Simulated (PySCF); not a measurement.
Pb(F)(SiH3) (FH₃PbSi), SMILES [SiH3][Pb][F] (connectivity only; charge and spin as stated), neutral, multiplicity 1.

Geometry optimised at PBE-D3(BJ)/def2-SVP. The def2 effective core potentials stand for the cores of Pb; spin–orbit coupling is left out.

All values below come from TDA-M06-2X/def2-SVPD run with PySCF.

Vertical excitations. The molecule is in vacuum. State labels are in the subgroup Cs.

```
state  symmetry  energy (eV)  λ (nm)      f                                            main pairs
-----  --------  -----------  ------  -----  ----------------------------------------------------
S1           A"         2.15     577  0.001                                        HOMO→LUMO 99 %
S2           A'         4.22     294  0.003                                      HOMO→LUMO+1 97 %
S3           A'         5.53     224  0.399                    HOMO→LUMO+2 67 %, HOMO→LUMO+3 27 %
S4           A"         5.84     212  0.018                    HOMO−3→LUMO 66 %, HOMO−1→LUMO 30 %
S5           A'         5.88     211  0.479  HOMO→LUMO+3 64 %, HOMO→LUMO+2 18 %, HOMO−2→LUMO 13 %
S6           A"         6.11     203  0.002                    HOMO−1→LUMO 58 %, HOMO−3→LUMO 26 %
S7           A'         6.26     198  0.394                                      HOMO−2→LUMO 75 %
S8           A"         6.28     197  0.020                    HOMO−5→LUMO 55 %, HOMO→LUMO+4 38 %
S9           A"         6.42     193  0.047   HOMO→LUMO+4 48 %, HOMO−5→LUMO 34 %, HOMO−1→LUMO 9 %
S10          A'         6.56     189  0.040                    HOMO−4→LUMO 73 %, HOMO→LUMO+5 12 %
T1           A"         1.50     826      0                                        HOMO→LUMO 98 %
T2           A'         3.62     343      0                                      HOMO→LUMO+1 90 %
T3           A'         4.15     299      0                    HOMO→LUMO+2 67 %, HOMO→LUMO+3 13 %
T4           A"         5.13     242      0                                      HOMO−3→LUMO 83 %
```
Triplets are in the Tamm–Dancoff approximation.
